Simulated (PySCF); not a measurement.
A thermochemical cycle for CaIn

MP2 in PySCF with x2c-SVPall on every atom, spin-free X2C, for the lowest determinant that a PBE0 search found; no spin–orbit coupling. CaIn, a doublet (π ↑), has De = 0.33 eV to neutral atoms, and CaIn⁺, a singlet (closed shell), has De = 1.05 eV to Ca + In⁺.

At the same level the In atom ionises at 5.35 eV.

Task: What is the adiabatic ionisation energy of the molecule, and does ionisation strengthen or weaken the bond?

Result: IE = IE(In) + De(neutral) − De(ion) = 5.35 + 0.33 − 1.05 = 4.63 eV. De changes by +0.72 eV, so ionisation strengthens the bond.

Correlated steps freeze 23 core orbitals. Weak bonds: CaIn. Basis-set superposition, not corrected here, can be much of De in a small basis, most of all at correlated wavefunction levels. These are scalar-relativistic numbers at best; spin–orbit coupling would shift them, the dissociation energy most. For an ion De counts to the pair picked by the measured ionisation energies or electron affinities, which need not be the lowest pair at this level. States were picked by a PBE0 search and need not be the measured ground states.
